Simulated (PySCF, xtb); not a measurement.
Mg(I)(SMe) (CH3IMgS), SMILES C[S][Mg][I]. Other conformers were not sampled.

Harmonic wavenumbers (cm⁻¹) from xtb with GFN2-xTB at its own minimum, in rising order: 43, 52, 120, 161, 257, 408, 711, 935, 946, 1320, 1439, 1456, 2947, 2951, 3031.

Task: What does PySCF with PBE-D3(BJ)/def2-SVP give at its own minimum? (Estimate from the structure and the level; the computed values follow.)

Result: 60, 67, 108, 153, 216, 500, 683, 918, 931, 1284, 1404, 1408, 2979, 3083, 3085. Paired by order, the mean absolute difference is 39 cm⁻¹ and the zero-point energies are 24.0 and 24.1 kcal/mol.
